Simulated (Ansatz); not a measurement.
Consider the isomerisation: `NC(F)(F)O[SiH3]` → `N[SiH2]C(O)(F)F`.

Calculated with Ansatz (gas phase, PBE0-D4/def2-TZVP geometries, no zero-point term in ΔE). CCSD(T)/CBS adds triple-zeta CCSD(T) − MP2 to the extrapolated MP2 energy (def2 sets, frozen cores). DFT in def2-TZVPP. One conformer a species, not always the lowest.

`NC(F)(F)O[SiH3]`:

```xyz
11

N     1.780    0.705    0.676
C     0.444    0.294    0.646
F     0.313   -0.872    1.338
F    -0.399    1.157    1.313
O     0.017    0.159   -0.622
Si   -1.272   -0.784   -1.116
H     1.940    1.444    0.008
H     2.054    0.994    1.605
H    -1.525   -0.337   -2.502
H    -2.453   -0.545   -0.255
H    -0.898   -2.217   -1.091
```

`N[SiH2]C(O)(F)F`:

Z-matrix (Å, degrees):
```
Si
C 1 1.932
N 1 1.706 2 114.2
H 1 1.481 2 104.9 3 -119.9
H 1 1.481 2 105.6 3 120.7
F 2 1.373 1 110.7 3 176.8
O 2 1.354 1 111.6 3 -60.6
F 2 1.375 1 110.9 3 61.8
H 3 1.007 1 120.2 2 71.4
H 3 1.007 1 120.2 2 -74.1
H 7 0.968 2 108.9 1 179.4
```

| level | ΔE (kJ/mol) |
| --- | --- |
| ωB97M-V | 35.4 |
| PBE0 | 33.5 |
| HF/def2-TZVPP | 56.7 |
| HF/def2-QZVPP | 56.8 |

(1) What does CCSD(T)/CBS give? (An estimate is asked.)

Largest T1 diagnostic among the species: 0.012.

## Answers

(1) Computed: +32.8 kJ/mol. The listed levels differ from it by 2.6, 0.7, 23.9, 24.0 kJ/mol.

From PBE to PBE0 (25 % exact exchange), in def2-TZVPP and without D4, ΔE moves by +8.3 kJ/mol. In def2-TZVPP, CCSD(T) changes the Hartree–Fock value by −17.5 kJ/mol (the triples alone add −1.7 kJ/mol) and MP2 by −18.7 kJ/mol.
